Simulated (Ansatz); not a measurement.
Geometry optimisation, RKS PBE-D4/cc-pVDZ (Ansatz 0.2.0).

Input file:

```yaml
crystal:
  periodic: [false, false, false]
  atoms:
    - { symbol: C, position_ang: [0.1283, -2.5596, -0.8906] }
    - { symbol: C, position_ang: [-0.0394, -1.5959, 0.0616] }
    - { symbol: Si, position_ang: [1.0109, -0.1095, 0.281] }
    - { symbol: C, position_ang: [0.0574, 1.4761, 0.5726] }
    - { symbol: "N", position_ang: [-0.8821, 1.751, -0.5741] }
    - { symbol: O, position_ang: [-0.8721, 1.4628, 1.7022] }
    - { symbol: H, position_ang: [0.88, -2.4674, -1.6609] }
    - { symbol: H, position_ang: [-0.5686, -3.3385, -0.9534] }
    - { symbol: H, position_ang: [-0.815, -1.6613, 0.8516] }
    - { symbol: H, position_ang: [1.8566, 0.0805, -0.917] }
    - { symbol: H, position_ang: [1.9654, -0.3419, 1.4508] }
    - { symbol: H, position_ang: [0.6993, 2.3075, 0.7267] }
    - { symbol: H, position_ang: [-1.5519, 0.9862, -0.7225] }
    - { symbol: H, position_ang: [-0.3506, 1.8524, -1.3885] }
    - { symbol: H, position_ang: [-1.54, 2.1069, 1.4899] }
basis:
  gaussian: { orbitals: cc-pVDZ }
hamiltonian:
  xc: pbe
  dispersion: d4
relax:
  f_tol: 0.015
  max_steps: 40
```

Launched with:

```bash
$ ansatz run input.yaml --threads 2 --pin off --max-ram 3072MiB --backend cpu --events-out ev --progress --plain --runs-dir out
```

Problem. Where does it end, and by what steps?

Solution. The forces met the threshold. The force dipped under the threshold on the way, but the program's further checks kept it going. After 15 steps the energy has fallen by 0.638 eV; H13 moved furthest, 0.55 Å.

| step | energy less start (eV) | largest force component (eV/Å) | accepted |
| --- | --- | --- | --- |
| 0 | 0.0000 | 4.077 | yes |
| 1 | -0.4257 | 1.347 | yes |
| 2 | -0.5003 | 1.388 | yes |
| 3 | -0.5218 | 0.874 | yes |
| 4 | -0.6049 | 0.636 | yes |
| 5 | -0.6051 | 0.593 | yes |
| 6 | -0.6301 | 0.111 | yes |
| 7 | -0.6339 | 0.106 | yes |
| 8 | -0.6346 | 0.115 | yes |
| 9 | -0.6365 | 0.031 | yes |
| 10 | -0.6372 | 0.024 | yes |
| 11 | -0.6375 | 0.053 | yes |
| 12 | -0.6374 | 0.062 | no |
| 13 | -0.6379 | 0.022 | yes |
| 14 | -0.6380 | 0.009 | yes |
| 15 | -0.6381 | 0.014 | yes |

```xyz
15
Properties=species:S:1:pos:R:3
C -0.076 -2.305 -0.913
C 0.008 -1.579 0.221
Si 1.150 -0.097 0.438
C 0.002 1.462 0.477
N -0.917 1.558 -0.657
O -0.752 1.306 1.681
H 0.577 -2.102 -1.779
H -0.788 -3.141 -1.026
H -0.672 -1.826 1.057
H 2.062 -0.011 -0.768
H 1.980 -0.225 1.694
H 0.604 2.406 0.482
H -1.214 0.616 -0.961
H -0.454 1.997 -1.464
H -1.532 1.890 1.548
```

Whether the end is a true minimum wasn't checked by a vibrational analysis.

Run time: 66 s on 2 threads of Arm Neoverse V1, with other jobs on the host, peak memory 0.19 GiB.
